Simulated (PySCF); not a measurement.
# Polarisability and C₆ of Cu(22+) (copper, charge +22)

[He] 2s2 2p3, high-spin 4S determinant. Calculation: PySCF 2.14, in an even-tempered Gaussian basis (19 s from 5.5 bohr⁻², ratio 2.2; 11 p from 7.2 bohr⁻², ratio 2.2; 6 d from 30 bohr⁻², ratio 2.4; 5 f from 45 bohr⁻², ratio 2.4; 4 g from 68 bohr⁻², ratio 2.4); scalar relativity by spin-free X2C-1e. Coupled (time-dependent) response in atomic units; α is the mean over directions.

```
method  mean α (bohr³)  C₆ (like pair)      S(−4)
   UHF        0.007157       0.0002671  0.0003408
  PBE0        0.006906       0.0002592  0.0003112
```

S(−4) is the Cauchy moment in α(ω) = α(0) + S(−4) ω² + …

α(iu) at PBE0:

```tsv
u (hartree)	α(iu) (bohr³)
0	0.006906
0.700	0.006758
1.40	0.006355
2.80	0.005199
4.20	0.004111
5.60	0.003308
7.00	0.002755
10.5	0.002001
14.0	0.001652
21.0	0.001326
35.0	0.001015
```

A single London oscillator, α(iu) = α/(1 + u²/ω²), gives C₆ = (3/4) ω α². Matching the computed C₆ needs ω = 4 × 0.0002592 / (3 × 0.006906²) = 7.25 hartree.

For an ion, C₆ is the dispersion term alone; charge-induced terms of lower order in 1/R come first.
